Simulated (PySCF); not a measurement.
# What binds TaO: the parts of the energy along the bond

State: ²Δ, doublet, unpaired electrons δ ↑. ROHF-based CCSD(T) in PySCF 2.14 with Ta aug-cc-pVDZ-PP with ECP60, O aug-cc-pVDZ and Ta aug-cc-pVTZ-PP with ECP60, O aug-cc-pVTZ (frozen core orbitals: 5; scalar-relativistic core potentials). Correlation energies are extrapolated as n⁻³ (n = 2, 3), Hartree–Fock as (n+1)·exp(−9√n). All energies in eV from Ta (5d3 6s2) + O.

| R (Å) | HF/CBS | CCSD corr. | (T) | total |
| --- | --- | --- | --- | --- |
| 1.4856 | -3.096 | -2.898 | -0.3705 | -6.365 |
| 1.5531 | -3.986 | -3.039 | -0.4193 | -7.444 |
| 1.6206 | -4.372 | -3.173 | -0.4714 | -8.016 |
| 1.6881 | -4.384 | -3.302 | -0.5273 | -8.214 |
| 1.7557 | -4.126 | -3.426 | -0.5879 | -8.140 |
| 1.8401 | -3.540 | -3.575 | -0.6714 | -7.786 |
| 1.9245 | -2.766 | -3.718 | -0.7649 | -7.250 |

A fit to the total gives Re = 1.7002 Å, De = 8.218 eV, ωe = 1014.7 cm⁻¹, Be = 0.3968 cm⁻¹ (masses 180.9480 and 15.9949 u).

Question: At R = 1.6881 Å the CCSD correlation energy is -0.329101 hartree in the smaller basis and -0.377002 in the larger. Extrapolate it.

Answer: (3³·E3 − 2³·E2)/(3³ − 2³) = -0.39717 hartree; the larger basis holds 94.9 % of it.

The T1 diagnostic is 0.038, large enough to doubt a single reference. The state was picked by a PBE0 search and need not be the measured ground state. Spin–orbit coupling, excitations beyond (T) and corrections to the Born–Oppenheimer picture are left out, and spin–orbit coupling matters for open p, d or f shells this heavy.
